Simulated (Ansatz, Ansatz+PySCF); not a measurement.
```xyz
10

C    -0.7993    0.5202    0.7310
C    -1.0904   -0.4158   -0.2861
C     0.1254   -0.7772   -0.9078
C     1.1679   -0.0645   -0.2750
C     0.5965    0.7373    0.7379
H    -1.5282    0.9946    1.3976
H    -2.0849   -0.7949   -0.5470
H     0.2397   -1.4859   -1.7357
H     2.2330   -0.1234   -0.5257
H     1.1404    1.4096    1.4108
```

Basis set: def2-SVP (spherical functions). Charge 0, multiplicity 2.

Computed with Ansatz (development build ahead of 0.2.0); each method stands on the lowest determinant of its kind that the runs found.

Task: Give the atomization energy at this shape (free ground-state atoms in the same class of orbitals less the molecule, no zero-point energy) of doublet C₅H₅ by PBE0 (unrestricted), UHF.

Result:

```csv
method,atomization energy
PBE0 (unrestricted),1116.86 kcal/mol
UHF,829.58 kcal/mol
```

Caution: the determinant breaks the point group. Caution for UHF: the unrestricted determinant is spin contaminated.
